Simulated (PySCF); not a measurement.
C2H5Cl2In. Atoms are numbered in the order given.

```xyz
10

In     0.0544     0.1324    -0.0235
Cl    -0.3897    -1.7939     1.2943
Cl     1.2775     1.7682     1.1811
C     -0.6244     0.2870    -2.0905
C     -1.3840    -0.9435    -2.5755
H      0.2973     0.4855    -2.6745
H     -1.2361     1.2118    -2.1162
H     -2.2962    -1.1375    -1.9768
H     -0.7654    -1.8622    -2.5354
H     -1.7056    -0.8093    -3.6310
```
Charge 0, spin multiplicity 1.

Coordinates come from a PBE-D3(BJ)/def2-SVP optimisation. The structure was generated by enumeration; whether it is a known compound was not checked. The def2 effective core potentials stand for the cores of In; spin–orbit coupling is left out. Other conformers were not sampled.

All values below come from IEF-PCM-M06-2X/def2-SVP (PySCF).

The values are the electrostatic part of the solvation free energy, E(continuum) − E(gas) at the gas-phase geometry, in a cavity of scaled van der Waals radii (PySCF's table); cavitation and dispersion terms are not included. A continuum can't describe solvent molecules that bind to the metal. In vacuum the orbital gap is 8.19 eV. The dipole moment in vacuum is 4.11 D.

Computed values in water (ε = 78.36), diethylether (ε = 4.24), methanol (ε = 32.61):
| solvent | ε | ΔG(elec) (kcal/mol) | dipole (D) | gap (eV) |
|---|---|---|---|---|
| water | 78.36 | -9.8 | 5.20 | 8.32 |
| diethylether | 4.24 | -6.6 | 4.87 | 8.32 |
| methanol | 32.61 | -9.5 | 5.17 | 8.32 |
